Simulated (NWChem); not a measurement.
Molecule: CH$_{4}$OSi, singlet; SMILES CO[SiH]

```xyz
7

Si    -0.0173     1.2199     0.0000
H     -1.5440     0.9046     0.0000
O      0.5082    -0.3557     0.0000
C     -0.1929    -1.5693     0.0000
H      0.0823    -2.1570    -0.8908
H      0.0823    -2.1570     0.8908
H     -1.2862    -1.4078     0.0000
```
Atoms are numbered in this order, from 1.

Computed with NWChem. Low-valent species are run as closed-shell singlets; no triplet was tried in these runs. The geometry was optimised at PBE0/def2-SVP.

For level PBE/def2-SVP:

- highest occupied level (eV): -5.39
- dipole (D): 1.75

Task: How do the values read with level PBE/pcseg-2 instead?

Result: 
| Quantity | Value |
|---|---|
| highest occupied level (eV) | -5.53 |
| dipole (D) | 1.57 |
